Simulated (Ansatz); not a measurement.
`CC#CS` + `N[SiH](O)O` → `CO[SiH](N)O` + `C#CS`  (substitution at a C–C bond)

Computed with Ansatz on PBE0-D4/def2-TZVP structures; ΔE is electronic, products minus reactants. CCSD(T)/CBS is the MP2 limit (def2-TZVPP, def2-QZVPP) plus CCSD(T) − MP2 in def2-TZVPP, frozen cores. This one scheme is used for every species. One conformer a species, not always the lowest.

| species | CCSD(T)/CBS(def2) energy (Eh) |
| --- | --- |
| `CC#CS` | -514.26919 |
| `N[SiH](O)O` | -497.28304 |
| `CO[SiH](N)O` | -536.52175 |
| `C#CS` | -475.00020 |

Problem. Work out ΔE.

Solution. ΔE = (-536.52175) + (-475.00020) − (-514.26919) − (-497.28304) = 0.03028 Eh = +0.82 eV.

Largest T1 diagnostic among the species: 0.013.

At CCSD(T), def2-SVP lies −0.09 eV from the extrapolated value and def2-TZVPP −0.02 eV. In def2-TZVPP, CCSD(T) changes the Hartree–Fock value by +0.06 eV (the triples alone add +0.00 eV) and MP2 by +0.13 eV.
